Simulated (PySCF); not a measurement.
A calculated (LDA, PySCF 2.14, cc-pVDZ-X2C, the spin-free X2C one-electron Hamiltonian (Gaussian nucleus)) atom or ion has these occupied shells.

```json
{"shell": "1s α", "electrons": "1", "orbital energy (eV)": "-40125.5", "rms radius, mean of both spins (bohr)": "0.0281"}
{"shell": "1s β", "electrons": "1", "orbital energy (eV)": "-40125.4", "rms radius, mean of both spins (bohr)": "0.0281"}
{"shell": "2s α", "electrons": "1", "orbital energy (eV)": "-6421.0", "rms radius, mean of both spins (bohr)": "0.114"}
{"shell": "2s β", "electrons": "1", "orbital energy (eV)": "-6421.0", "rms radius, mean of both spins (bohr)": "0.114"}
{"shell": "2p α", "electrons": "3", "orbital energy (eV)": "-5760.8", "rms radius, mean of both spins (bohr)": "0.102"}
{"shell": "2p β", "electrons": "3", "orbital energy (eV)": "-5760.8", "rms radius, mean of both spins (bohr)": "0.102"}
{"shell": "3s α", "electrons": "1", "orbital energy (eV)": "-1376.9", "rms radius, mean of both spins (bohr)": "0.298"}
{"shell": "3s β", "electrons": "1", "orbital energy (eV)": "-1376.5", "rms radius, mean of both spins (bohr)": "0.298"}
{"shell": "3p α", "electrons": "3", "orbital energy (eV)": "-1166.1", "rms radius, mean of both spins (bohr)": "0.298"}
{"shell": "3p β", "electrons": "3", "orbital energy (eV)": "-1165.7", "rms radius, mean of both spins (bohr)": "0.298"}
{"shell": "3d α", "electrons": "5", "orbital energy (eV)": "-862.15", "rms radius, mean of both spins (bohr)": "0.275"}
{"shell": "3d β", "electrons": "5", "orbital energy (eV)": "-861.81", "rms radius, mean of both spins (bohr)": "0.275"}
{"shell": "4s α", "electrons": "1", "orbital energy (eV)": "-273.29", "rms radius, mean of both spins (bohr)": "0.679"}
{"shell": "4s β", "electrons": "1", "orbital energy (eV)": "-272.07", "rms radius, mean of both spins (bohr)": "0.679"}
{"shell": "4p α", "electrons": "3", "orbital energy (eV)": "-204.35", "rms radius, mean of both spins (bohr)": "0.722"}
{"shell": "4p β", "electrons": "3", "orbital energy (eV)": "-203.11", "rms radius, mean of both spins (bohr)": "0.722"}
{"shell": "4d α", "electrons": "5", "orbital energy (eV)": "-104.38", "rms radius, mean of both spins (bohr)": "0.809"}
{"shell": "4d β", "electrons": "5", "orbital energy (eV)": "-103.12", "rms radius, mean of both spins (bohr)": "0.809"}
{"shell": "5s α", "electrons": "1", "orbital energy (eV)": "-37.834", "rms radius, mean of both spins (bohr)": "1.64"}
{"shell": "5s β", "electrons": "1", "orbital energy (eV)": "-36.966", "rms radius, mean of both spins (bohr)": "1.64"}
{"shell": "5p α", "electrons": "3", "orbital energy (eV)": "-21.090", "rms radius, mean of both spins (bohr)": "1.93"}
{"shell": "5p β", "electrons": "3", "orbital energy (eV)": "-20.402", "rms radius, mean of both spins (bohr)": "1.93"}
{"shell": "6s α", "electrons": "1", "orbital energy (eV)": "-3.597", "rms radius, mean of both spins (bohr)": "4.81"}
{"shell": "6s β", "electrons": "1", "orbital energy (eV)": "-3.482", "rms radius, mean of both spins (bohr)": "4.81"}
{"shell": "4f α", "electrons": "2", "orbital energy (eV)": "-1.146", "rms radius, mean of both spins (bohr)": "1.58"}
```

Name the element and its charge.

Ce (cerium, neutral), in [Xe] 4f2 6s2, one real determinant (an excited configuration).
